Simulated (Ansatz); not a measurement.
Molecule: sum formula H$_{6}$Si$_{2}$O$_{3}$, charge 0, multiplicity 1. 
Structure (B3LYP-D3(BJ)/def2-TZVP (Ansatz, a first-principles code) minimum search):
```xyz
11

O     -1.1515     0.5771     1.3434
Si    -0.2910     0.3175    -0.0330
O     -1.3285    -0.1281    -1.2227
O      0.4614     1.7603    -0.3213
Si     1.2439    -1.4378     0.1423
H     -0.8407     1.2728     1.9291
H     -2.1588     0.3516    -1.3052
H      1.0233     1.8354    -1.0967
H      0.5617    -2.7328     0.3725
H      2.1697    -1.1782     1.2731
H      2.0539    -1.5389    -1.0984
```
Charge 0, spin multiplicity 1.

Basis-set convergence of Hartree-Fock and MP2 correlation energies (hartree) with Ansatz. Valence correlation only, unless marked. No spin-orbit coupling. No relativistic terms.

| basis | functions | E(HF) | E(corr, MP2) |
|---|---|---|---|
| cc-pV(D+d)Z | 118 | -806.11338 | -0.75790 |
| cc-pV(T+d)Z | 252 | -806.23733 | -0.96853 |
| cc-pV(Q+d)Z | 473 | -806.26489 | -1.04655 |

Extrapolating the two largest sets (X = 3 and 4) as X^-3: E(corr) = (64·(-1.04655) - 27·(-0.96853))/37 = -1.1035 Eh, an estimate of the basis-set limit. The largest set recovers 94.8 % of it, the smallest 68.7 %.
